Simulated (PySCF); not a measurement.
Species: GaH5OSi.
Atom-mapped SMILES: `[SiH3:1][O:2][GaH2:3]` (hydrogens: H4, H5, H6 on Si1; H7, H8 on Ga3)

Method: PBE0-D3(BJ)/def2-SVP geometry optimisation, gas phase (PySCF 2.14.0); density fitting, grid level 1; the optimiser is geomeTRIC in internal coordinates, started from a GFN2-xTB structure with every atom displaced at random (about 0.01 Å).

At the end of the run (lengths in Å): Si1–H6 1.496, O2–Ga3 1.787, Si1–H5 1.500, Ga3–H7 1.558, Si1–O2 1.653, Ga3–H8 1.564, Si1–H4 1.494, Si1–O2–Ga3 141.5°, O2–Si1–H5 111.4°, H4–Si1–H6 108.6°, O2–Si1–H4 109.8°, H4–Si1–O2–Ga3 -134°, H7–Ga3–O2–Si1 177°.

Problem. These geometries were met on the way; a selection of coordinates is given. Order them by energy above the end point, lowest first.
A. Si1–H6 1.505, O2–Ga3 1.800, Si1–H5 1.498, Ga3–H7 1.582, Si1–O2 1.629, Ga3–H8 1.577, Si1–H4 1.503, Si1–O2–Ga3 169.4°, O2–Si1–H5 114.6°, H4–Si1–H6 106.1°, O2–Si1–H4 108.9°, H4–Si1–O2–Ga3 -156°, H7–Ga3–O2–Si1 -165°
B. Si1–H6 1.437, O2–Ga3 1.743, Si1–H5 1.461, Ga3–H7 1.526, Si1–O2 1.673, Ga3–H8 1.541, Si1–H4 1.474, Si1–O2–Ga3 179.1°, O2–Si1–H5 105.2°, H4–Si1–H6 114.1°, O2–Si1–H4 106.7°, H4–Si1–O2–Ga3 86°, H7–Ga3–O2–Si1 -44°
C. Si1–H6 1.494, O2–Ga3 1.780, Si1–H5 1.500, Ga3–H7 1.559, Si1–O2 1.653, Ga3–H8 1.566, Si1–H4 1.493, Si1–O2–Ga3 147.8°, O2–Si1–H5 111.4°, H4–Si1–H6 109.8°, O2–Si1–H4 109.2°, H4–Si1–O2–Ga3 -135°, H7–Ga3–O2–Si1 176°
D. Si1–H6 1.498, O2–Ga3 1.780, Si1–H5 1.497, Ga3–H7 1.561, Si1–O2 1.639, Ga3–H8 1.562, Si1–H4 1.498, Si1–O2–Ga3 169.1°, O2–Si1–H5 111.9°, H4–Si1–H6 107.7°, O2–Si1–H4 110.5°, H4–Si1–O2–Ga3 -154°, H7–Ga3–O2–Si1 -166°

Solution. C (0.006 eV), D (0.026 eV), A (0.054 eV), B (0.188 eV).

```json
{"step": "8", "E above end (eV)": "0.006", "rms distance from the end, all atoms (Å)": "0.072", "largest force (eV/Å)": "0.213", "rms shift of all bonds from the end (Å)": "0.003"}
{"step": "2", "E above end (eV)": "0.026", "rms distance from the end, all atoms (Å)": "0.307", "largest force (eV/Å)": "0.188", "rms shift of all bonds from the end (Å)": "0.006"}
{"step": "1", "E above end (eV)": "0.054", "rms distance from the end, all atoms (Å)": "0.334", "largest force (eV/Å)": "0.957", "rms shift of all bonds from the end (Å)": "0.015"}
{"step": "0", "E above end (eV)": "0.188", "rms distance from the end, all atoms (Å)": "0.386", "largest force (eV/Å)": "2.397", "rms shift of all bonds from the end (Å)": "0.036"}
```

Rows stand in the order of the answer.
